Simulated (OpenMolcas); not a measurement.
**Ge: from CASSCF to CASPT2**

```
Program             : OpenMolcas 26.06
Basis               : ANO-RCC-VQZP [7s6p4d2f1g]
Scalar Hamiltonian  : DKH2, point nucleus
Active space        : 2 electrons in 3 orbitals (4p)
State averaging     : 2S+1 = 3 even, 3 roots; 2S+1 = 1 even, 6 roots
Spin-orbit coupling : RASSI with atomic mean-field integrals over the reference wave functions, term energies averaged over their components
```

Methods on the same reference wave functions:
A. CASSCF
B. SS-CASPT2, IPEA 0.25 Eh, imaginary shift 0.1 Eh (closed shells correlated: 3d 4s)

Energies in cm-1 above 4s2 4p2 3P0, the measured ground level; measured values from NIST Handbook of Basic Atomic Spectroscopic Data.

```tsv
Level	A	B	Measured
4s2 4p2 3P0	0.0	0.0	0.0
4s2 4p2 3P1	465	481	557
4s2 4p2 3P2	1240	1246	1410
4s2 4p2 1D2	9382	7800	7125
4s2 4p2 1S0	21814	17270	16367
```

Deviations, from unrounded energies. A percentage is the sum of absolute deviations over the sum of measured energies, with the sign that they share, or ± where signs differ.

```
                        Against measurement  Levels      A      B
             mean absolute deviation (cm-1)       4   2000    450
      fine structure of the ground term (%)       2  -13.3  -12.2
other terms of the ground configuration (%)       2  +32.8   +6.7
```

B lies closest to measurement on these levels. The largest miss of B in the table is 4s2 4p2 1S0, by +900 cm-1. The ranking rests on the paired levels alone, and a cruder setting can come out closer through cancelling errors.

From A to B the spin-free energies of the other terms of 4s2 4p2 shown, above 3P, scale by factors of 0.78 to 0.81.

The lowest spin-free term lies below A's lowest term by 0.499 hartree in B.

CASPT2 breaks the degeneracy within a term, and the mean is taken; among the terms shown or strongly mixed into the levels shown the widest spread is 87 cm-1 (4s2 4p2 1D, B). With the s shell closed, the reference lacks s² → p² mixing. Without dynamic correlation excited terms often stand tens of per cent too high (terms of higher spin than the ground term too low), and those without a measured partner can miss by more than the paired ones (holds for A). Computed and measured levels are paired by configuration, term and J; levels that our copy of the source lacks, or whose pairing is in doubt (as where it misses far off the trend of its configuration), stay unpaired and out of the deviations. Only configurations of the active space appear.
